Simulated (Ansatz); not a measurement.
def2 core potentials replace the inner electrons of Sb.

**C2H4F3O2Sb, SMILES `[OH][Sb]([OH])[CH2]C(F)(F)F` (charge 0, multiplicity 1)**

Computed with PBE0-D3(BJ)/def2-TZVP // B3LYP-D3(BJ)/def2-SVP run with Ansatz (an electronic-structure program).

```yaml
HOMO: -7.89 eV
dipole_moment: 1.51 D
LUMO: -1.11 eV
HOMO–LUMO gap: 6.77 eV
vertical ionisation energy (Delta-SCF): 9.86 eV
adiabatic ionisation energy (no zero-point term): 9.08 eV
hole reorganisation energy (four-point): 1.086 eV
total_energy: -20915.13 eV
```

```xyz
12

O     -2.3964    -1.4117    -0.4183
Sb    -1.1386    -0.9457     1.0632
O     -1.5817     0.9900     1.2050
C      0.6029    -0.6662    -0.3145
C      1.4734     0.5092     0.0026
F      0.8261     1.6833    -0.2342
F      2.6023     0.5472    -0.7238
F      1.8404     0.5239     1.3014
H     -2.6251    -0.6229    -0.9347
H     -1.0106     1.5448     0.6521
H      1.2124    -1.5806    -0.2683
H      0.1948    -0.5713    -1.3304
```
Charge 0, spin multiplicity 1.
